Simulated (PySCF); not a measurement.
Si(F)2(Cl)(NH2) (ClF2H2NSi), SMILES N[Si](F)(F)Cl. Atoms are numbered in the order given.

```xyz
7

N      1.3598    -1.3011     0.0000
Si    -0.0447    -0.3390     0.0000
F     -0.9093    -0.6891     1.3230
F     -0.9093    -0.6891    -1.3230
Cl     0.2126     1.7051     0.0000
H      1.9305    -1.3644     0.8456
H      1.9305    -1.3644    -0.8456
```
Charge 0, spin multiplicity 1.

The structure is a stationary point at PBE-D3(BJ)/def2-SVP. One conformer was computed; it need not be the lowest.

The numbers are results of B3LYP/pcSseg-1 in PySCF, not measurements.

GIAO shieldings, no solvent; atoms alike by connectivity are averaged. δ = σ(ref) − σ: ¹⁵N against NH3 (σ = 265.5 ppm); ²⁹Si against TMS (σ = 338.7 ppm); ¹⁹F against CFCl3 (σ = 161.7 ppm); ³⁵Cl against HCl (σ = 933.3 ppm); ¹H against TMS (σ = 31.68 ppm), references at their B3LYP-D3(BJ)/def2-TZVP geometries, non-relativistic (without spin–orbit terms, shifts of atoms bonded to Cl or Br come out too high).

```json
[
 {"nucleus": "¹⁵N", "atoms": "N1", "count": "1", "δ (ppm)": "36.7"},
 {"nucleus": "²⁹Si", "atoms": "Si2", "count": "1", "δ (ppm)": "-46.8"},
 {"nucleus": "¹⁹F", "atoms": "F3, F4", "count": "2", "δ (ppm)": "-137.4"},
 {"nucleus": "³⁵Cl", "atoms": "Cl5", "count": "1", "δ (ppm)": "66.0"},
 {"nucleus": "¹H", "atoms": "H6, H7", "count": "2", "δ (ppm)": "1.80"}
]
```
